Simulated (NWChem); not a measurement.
System: CH₃FO₃Si; SMILES O=CO[Si@@H](O)F

NWChem input:

```
start job
memory heap 200 mb stack 900 mb global 1100 mb
geometry units angstroms noautoz
  O     -0.379707    -1.881006     0.848900
  C      0.635188    -1.697894     0.230437
  O      0.935937    -0.589350    -0.435961
  Si    -0.068664     0.788460    -0.489046
  O     -1.622456     0.358002    -0.271935
  F      0.478657     1.736795     0.692166
  H      1.444894    -2.450496     0.144607
  H      0.155679     1.453782    -1.776859
  H     -1.709543    -0.416552     0.308993
end
basis spherical
  * library 6-31g*
end
dft
  xc xpbe96 cpbe96
  iterations 150
  mulliken
end
task dft energy
```

Excerpt of the output:

```
             Northwest Computational Chemistry Package (NWChem) 7.3.0
             --------------------------------------------------------

 C1  symmetry detected

                             Geometry "geometry" -> ""
                             -------------------------

 Output coordinates in angstroms (scale by  1.889725989 to convert to a.u.)

  No.       Tag          Charge          X              Y              Z
 ---- ---------------- ---------- -------------- -------------- --------------
    1 O                    8.0000    -0.45346671    -1.90748407     0.63279890
    2 C                    6.0000     0.53339535    -1.72448302    -0.02950937
    3 O                    8.0000     0.88377932    -0.56656473    -0.57710628
    4 Si                  14.0000    -0.00438180     0.87823517    -0.39237770
    5 O                    8.0000    -1.57233986     0.54132859    -0.11906041
    6 F                    9.0000     0.69095502     1.62688806     0.85268731
    7 H                    1.0000     1.27108601    -2.51875694    -0.26262262
    8 H                    1.0000     0.19522130     1.68155945    -1.60327578
    9 H                    1.0000    -1.68771146    -0.29142767     0.36899879

 Effective nuclear repulsion energy (a.u.)     321.8219498022

  pbe96 is a nonlocal functional; adding pw91lda local functional.

                                 NWChem DFT Module
                                 -----------------

 Summary of "ao basis" -> "ao basis" (spherical)
 ------------------------------------------------------------------------------
       Tag                 Description            Shells   Functions and Types
 ---------------- ------------------------------  ------  ---------------------
 O                           6-31g*                  6       14   3s2p1d
 C                           6-31g*                  6       14   3s2p1d
 Si                          6-31g*                  8       18   4s3p1d
 F                           6-31g*                  6       14   3s2p1d
 H                           6-31g*                  2        2   2s

            General Information
            -------------------
          SCF calculation type: DFT
          Wavefunction type:  closed shell.
          No. of atoms     :     9
          No. of electrons :    56
           Alpha electrons :    28
            Beta electrons :    28
          Charge           :     0
          Spin multiplicity:     1
          Use of symmetry is: off; symmetry adaption is: off
          Maximum number of iterations: 150
          AO basis - number of functions:    94
                     number of shells:    44
          Convergence on energy requested:  1.00D-06
          Convergence on density requested:  1.00D-05
          Convergence on gradient requested:  5.00D-04

              XC Information
              --------------
          PerdewBurkeErnzerhof Exchange Functional  1.000
            Perdew 1991 LDA Correlation Functional  1.000 local
           PerdewBurkeErnz. Correlation Functional  1.000 non-local

             Grid Information
             ----------------
          Grid used for XC integration:  medium
          Radial quadrature: Mura-Knowles
          Angular quadrature: Lebedev.
          Tag              B.-S. Rad. Rad. Pts. Rad. Cut. Ang. Pts.
          ---              ---------- --------- --------- ---------
          O                   0.60       49          11.0       434
          C                   0.70       49          10.0       434
          Si                  1.10       88          10.0       590
          F                   0.50       49          11.0       434
          H                   0.35       45          11.0       434
          Grid pruning is: on
          Number of quadrature shells:   468
          Spatial weights used:  Erf1

      Superposition of Atomic Density Guess
      -------------------------------------

 Sum of atomic energies:        -651.60764801

      Non-variational initial energy
      ------------------------------

 Total energy =    -653.636347
 1-e energy   =   -1541.665235
 2-e energy   =     566.206938
 HOMO         =      -0.388159
 LUMO         =       0.035782

     ---------------------------------------------
      Total Density - Mulliken Population Analysis
     ---------------------------------------------

    Atom       Charge   Shell Charges
 -----------   ------   -------------------------------------------------------
    1 O    8     8.83   2.00  0.95  3.10  0.92  1.84  0.02
    2 C    6     5.05   2.00  0.67  1.42  0.42  0.42  0.11
    3 O    8     8.75   2.00  0.93  3.04  0.89  1.88  0.01
    4 Si  14    12.41   2.00  2.00  5.97  0.75  1.06  0.17  0.19  0.26
    5 O    8     9.02   2.00  0.93  3.14  0.90  2.03  0.01
    6 F    9     9.61   2.00  0.95  3.47  1.00  2.18  0.01
    7 H    1     0.84   0.47  0.37
    8 H    1     1.05   0.46  0.59
    9 H    1     0.44   0.34  0.10

   convergence    iter        energy       DeltaE   RMS-Dens  Diis-err
 ---------------- ----- ----------------- --------- --------- ---------
 d= 0,ls=0.0,diis     1   -654.3089151540 -9.76D+02  2.53D-02  1.86D+00
 d= 0,ls=0.0,diis     2   -653.5814071352  7.28D-01  1.85D-02  9.45D+00
 d= 0,ls=0.0,diis     3   -654.4595484273 -8.78D-01  6.15D-03  5.82D-01
 d= 0,ls=0.0,diis     4   -654.5024945951 -4.29D-02  2.11D-03  1.60D-01
 d= 0,ls=0.0,diis     5   -654.5175856669 -1.51D-02  3.59D-04  1.88D-03
  Resetting Diis
 d= 0,ls=0.0,diis     6   -654.5177611669 -1.75D-04  1.14D-04  1.57D-04
 d= 0,ls=0.0,diis     7   -654.5177773993 -1.62D-05  8.27D-05  2.59D-05
 d= 0,ls=0.0,diis     8   -654.5177706793  6.72D-06  5.63D-05  1.02D-04
 d= 0,ls=0.0,diis     9   -654.5177795298 -8.85D-06  1.02D-05  2.29D-06
 d= 0,ls=0.0,diis    10   -654.5177797334 -2.04D-07  3.45D-06  3.33D-07

         Total DFT energy =     -654.517779733440
      One electron energy =    -1544.540493981830
           Coulomb energy =      631.497738797976
    Exchange-Corr. energy =      -63.296974351793
 Nuclear repulsion energy =      321.821949802207

 Numeric. integr. density =       56.000000640708

                       DFT Final Molecular Orbital Analysis
                       ------------------------------------

 Vector   26  Occ=2.000000D+00  E=-3.062299D-01
              MO Center=  1.5D-01, -8.9D-01, -2.4D-02, r^2= 2.7D+00
   Bfn.  Coefficient  Atom+Function         Bfn.  Coefficient  Atom+Function
  ----- ------------  ---------------      ----- ------------  ---------------
    33      0.381593  3 O  pz                 5     -0.336969  1 O  pz
    37      0.279003  3 O  pz                 3     -0.233601  1 O  px
     9     -0.226875  1 O  pz                31      0.171255  3 O  px
     7     -0.157086  1 O  px                35      0.133331  3 O  px
    65      0.124356  5 O  pz                32      0.118748  3 O  py

 Vector   27  Occ=2.000000D+00  E=-2.903337D-01
              MO Center= -1.1D+00,  4.1D-01, -9.3D-02, r^2= 2.0D+00
   Bfn.  Coefficient  Atom+Function         Bfn.  Coefficient  Atom+Function
  ----- ------------  ---------------      ----- ------------  ---------------
    65      0.477525  5 O  pz                69      0.351546  5 O  pz
    64      0.298480  5 O  py                68      0.228943  5 O  py
    31     -0.208558  3 O  px                77      0.165096  6 F  px
    35     -0.151182  3 O  px                 5      0.116086  1 O  pz
    81      0.113903  6 F  px                 9      0.084266  1 O  pz

 Vector   28  Occ=2.000000D+00  E=-2.573423D-01
              MO Center= -2.0D-01, -1.7D+00,  3.5D-01, r^2= 2.0D+00
   Bfn.  Coefficient  Atom+Function         Bfn.  Coefficient  Atom+Function
  ----- ------------  ---------------      ----- ------------  ---------------
     4      0.560629  1 O  py                 8      0.384544  1 O  py
    90      0.196659  7 H  s                 32      0.155371  3 O  py
     3     -0.145426  1 O  px                89      0.144394  7 H  s
    34     -0.141622  3 O  s                 64      0.133052  5 O  py
    33     -0.125607  3 O  pz                36      0.125719  3 O  py

 Vector   29  Occ=0.000000D+00  E=-5.706255D-02
              MO Center=  3.0D-01, -1.5D+00,  6.1D-02, r^2= 1.9D+00
   Bfn.  Coefficient  Atom+Function         Bfn.  Coefficient  Atom+Function
  ----- ------------  ---------------      ----- ------------  ---------------
    19      0.467863  2 C  pz                23      0.441030  2 C  pz
     9     -0.340015  1 O  pz                 5     -0.332360  1 O  pz
    21      0.295077  2 C  px                17      0.285320  2 C  px
     3     -0.200768  1 O  px                 7     -0.200483  1 O  px
    33     -0.185929  3 O  pz                37     -0.182309  3 O  pz

 Vector   30  Occ=0.000000D+00  E= 1.924301D-02
              MO Center= -5.5D-01,  1.1D+00, -1.5D-01, r^2= 3.8D+00
   Bfn.  Coefficient  Atom+Function         Bfn.  Coefficient  Atom+Function
  ----- ------------  ---------------      ----- ------------  ---------------
    66      0.688773  5 O  s                 53      0.540663  4 Si px
    54     -0.501231  4 Si py                94     -0.451703  9 H  s
    52     -0.385272  4 Si s                 34     -0.318826  3 O  s
    55     -0.284242  4 Si pz                49      0.281107  4 Si px
    50     -0.254312  4 Si py                92      0.240919  8 H  s

[...]
```

Level: PBE/6-31G* (spherical d). Structure relaxed at the PBE0/def2-SVP level.
